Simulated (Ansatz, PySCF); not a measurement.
Species: C₄H₂, charge 0, singlet. C4H2 (SMILES C#CC#C).
B3LYP-D3(BJ)/def2-TZVP minimum from Ansatz (a quantum-chemistry and plane-wave program):
```xyz
6

C      0.0000     0.0000    -1.8866
C      0.0000     0.0000    -0.6818
C      0.0000     0.0000     0.6818
C      0.0000     0.0000     1.8866
H      0.0000     0.0000    -2.9488
H      0.0000     0.0000     2.9488
```
Charge 0, spin multiplicity 1.

Total energies in hartree (Ansatz). Radicals and triplets start from unrestricted determinants; spin-orbit coupling is neglected. Cores are frozen in correlated methods. No relativity. For partners of very few electrons the exact lower level stands in for a higher one. The restricted determinant of C4H2 (C#CC#C, singlet) is unstable towards broken spin symmetry in at least one set run.

```csv
species,HF/cc-pVTZ,CCSD(T)/cc-pVTZ,HF/cc-pVQZ,CCSD(T)/cc-pVQZ,CCSD(T)/cc-pVDZ,CCSDT(Q)/cc-pVDZ
1: C4H2 (SMILES C(C#C)#C),-152.55140,-153.19580,-152.56078,-153.23787,-153.04748,-153.05037
2: C (triplet),-37.69157,-37.78076,-37.69331,-37.78654,-37.76038,-37.76071
3: H (doublet),-0.49981,-0.49981,-0.49995,-0.49995,-0.49928,-0.49928
```

Question: Work out the enthalpy of formation at 298 K (by atomisation, with ideal-gas terms from PySCF's Hessian at B3LYP-D3(BJ)/def2-TZVP and the atoms' measured values of the G2/97 table; no spin-orbit terms) in kcal/mol: take Hartree-Fock from cc-pVQZ, extrapolate the CCSD(T) correlation energy as X^-3 (X = 3, 4), and add CCSDT(Q) - CCSD(T) in cc-pVDZ. The further terms named in the bracket sum to +1.28602 hartree. 1 hartree = 627.51 kcal/mol.

Answer: 
Species 1: correlation (64·(-0.67709) - 27·(-0.64440))/37 = -0.70094; step -0.00289; E1 = -152.56078 + (-0.70094) + (-0.00289) = -153.26461
Species 2: correlation (64·(-0.09323) - 27·(-0.08919))/37 = -0.09618; step -0.00033; E2 = -37.69331 + (-0.09618) + (-0.00033) = -37.78982
Species 3: correlation (64·(0.00000) - 27·(0.00000))/37 = 0.00000; step +0.00000; E3 = -0.49995 + (0.00000) + (+0.00000) = -0.49995
+1·E1 -4·E2 -2·E3 +1.28602 = 0.18059 hartree = 113.3 kcal/mol. Measured: 110.0 kcal/mol, 460.4 kJ/mol (Active Thermochemical Tables 1.112 (ions: stationary electron), as tabulated in the package chemicals); atomic spin-orbit terms, which the calculations lack, would raise the computed values. The composite differs from it by +3.3 kcal/mol; core, relativistic and spin-orbit terms are not in it. So large a gap may also come from another state or conformer, or from a fault of the table, which was not checked at its source.
